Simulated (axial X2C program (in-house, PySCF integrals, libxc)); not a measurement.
**TiH⁺: nuclear properties from DFT to coupled cluster**

Computed with an axial X2C code built on PySCF integrals: two-component X2C with atomic mean-field Coulomb and Gaunt terms, Gaussian nuclei, basis Ti dyall-acv3z, H dyall-av3z with contracted cores.

R = 1.695 Å (near the PBE0 minimum at charge 1 of the determinant lowest at the starting distance; the state shown can have its own minimum elsewhere); state Ω = 2 (⟨Sz⟩ = -1.00, ⟨Lz⟩ = 3.00 at PBE0).

```json
{"level": "PBE0", "Eeff magnitude (GV/cm)": "0.00281", "Ws magnitude Ti (kHz)": "0.00178", "A∥/gI Ti (MHz)": "350", "qzz Ti (a.u.)": "-0.37", "A∥/gI H (MHz)": "8.06"}
{"level": "HF", "Eeff magnitude (GV/cm)": "0.0446", "Ws magnitude Ti (kHz)": "0.0067", "A∥/gI Ti (MHz)": "352", "qzz Ti (a.u.)": "-0.28", "A∥/gI H (MHz)": "7.34"}
{"level": "B3LYP", "Eeff magnitude (GV/cm)": "0.0143", "Ws magnitude Ti (kHz)": "0.00404", "A∥/gI Ti (MHz)": "350", "qzz Ti (a.u.)": "-0.39", "A∥/gI H (MHz)": "7.19"}
```

Eeff is the effective electric field on the electron electric dipole moment in this Ω state and Ws the scalar–pseudoscalar constant of the nucleus named (defined with the proton number Z and per Ω); A∥ (defined per Ω) follows by multiplying with gI = μI/(I μN); qzz is the electric field gradient, eQq0 = 234.96 MHz × Q/barn × qzz. The operators were transformed with the bare-nucleus X2C matrices; with these basis sets, hyperfine constants and field gradients can be off by tens of per cent, and where levels differ in sign neither size nor sign is settled.

Finite-field MP2, CCSD and CCSD(T), with 12 electrons correlated in 122 natural virtual spinors (MP2 remainder added):

```
  level  Eeff magnitude (GV/cm)  Ws magnitude Ti (kHz)  A∥/gI Ti (MHz)  qzz Ti (a.u.)  A∥/gI H (MHz)
    MP2                  0.0116                0.00121             358          -0.22           6.38
   CCSD                  0.0184                0.00242             355          -0.24            5.9
CCSD(T)                  0.0169                0.00224             356          -0.23           5.76
```

T1 = 0.021 (Lee–Taylor). One unrestricted determinant, the lowest of a limited PBE0 search, is the reference; the functionals treat spin collinearly. With several open shells it need not be a pure state. The sign of Eeff is opposite to CCSD(T) at PBE0, B3LYP. Eeff spreads by more than a factor of two over the levels. Correlation of the inner shells is missing, which matters for properties at the nucleus. Number of frozen shells: Ti 2 s, 1 p; H none.

(1) By how much does correlation change each value, CCSD(T) against HF?

## Answers

(1) Eeff magnitude -62 %; Ws magnitude Ti -67 %; A∥/gI Ti 1 %; qzz Ti -18 %; A∥/gI H -22 %.
